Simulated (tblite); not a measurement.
C₄H₂ClO₃ (doublet state).
Z-matrix (Å and degrees, GFN2-xTB geometry), rows numbered from 1:
```
C 
C   1  1.3565
O   2  1.3848  1  122.95
C   3  1.3445  2  109.42  1   180.00
O   4  1.1833  3  126.22  2  -179.97
O   4  1.3677  3  109.15  2    -0.02
C   6  1.3630  4  107.24  3     0.02
Cl  7  1.6728  2  130.96  1     0.04
H   1  1.0714  2  119.88  3  -179.97
H   1  1.0713  2  120.30  3     0.01
```

All values are computed: GFN2-xTB (tblite) harmonic vibrations without scaling, gas phase. Against measured fundamentals such values can be off by several per cent, at times by over 20. One conformer, not necessarily the lowest. Open shells enter through the occupations alone, without spin polarisation, and single modes of such species can be off by tens of per cent.

Harmonic wavenumbers (cm⁻¹): 127.0, 179.5, 187.6, 298.4, 314.8, 455.2, 548.2, 548.5, 578.3, 633.8, 711.0, 742.7, 784.8, 901.5, 951.8, 1001.8, 1112.2, 1187.7, 1295.2, 1369.6, 1532.6, 1864.7, 3155.3, 3205.3.

A = 3127, B = 1428, C = 980.3 MHz; mass 132.969 u (most abundant isotopes); point group Cs, symmetry number 1; spin multiplicity 2.

Zero-point energy?

Half the sum of the wavenumbers: 11844 cm⁻¹ = 141.68 kJ/mol.

Give the ideal-gas entropy at 298.15 K and 1 bar in the rigid-rotor, harmonic-oscillator model (classical rotation).

Translation 169.84, rotation 120.02, vibration 60.16, spin (R ln 2) 5.76: S = 355.8 J/(mol K).

And Cp and H(298.15 K) − H(0)?

Cp = 112.86 J/(mol K), of which vibrations give 79.60 (their classical limit is 24 R = 199.5); H(298.15 K) − H(0) = 20.75 kJ/mol without the zero-point energy, 10.83 from vibrations.

Blend soft modes into free rotors: weight 1/[1 + (100 cm⁻¹/ν̃)⁴] for the oscillator and the rest for a rotor with moment μB/(μ + B), μ = h/(8π²ν), B = 10⁻⁴⁴ kg m². What vibrational entropy results?

59.75 J/(mol K) in place of 60.16, which changes −T·S at 298.15 K by +0.12 kJ/mol.

Which modes carry the vibrational entropy at 298.15 K?

127.0 cm⁻¹: 12.51; 179.5 cm⁻¹: 9.76; 187.6 cm⁻¹: 9.42; 298.4 cm⁻¹: 5.97; 314.8 cm⁻¹: 5.59; 455.2 cm⁻¹: 3.26 J/(mol K); the other 18 give 13.64 together.

What must be added to the electronic energy to get the Gibbs energy at 298.15 K and 1 bar?

ZPE + [H(298.15 K) − H(0)] − T·S = 141.68 + 20.75 − 106.08 = 56.35 kJ/mol.

Hindered rotation and anharmonicity are outside this model. Other conformers, if any are populated, would add a mixing term that is left out.

The run took 0.22 s on one thread of an Arm Neoverse V2, no GPU, shared host with 96 logical CPUs at a one-minute load of 31. This covers the Hessian and the dipole derivatives.
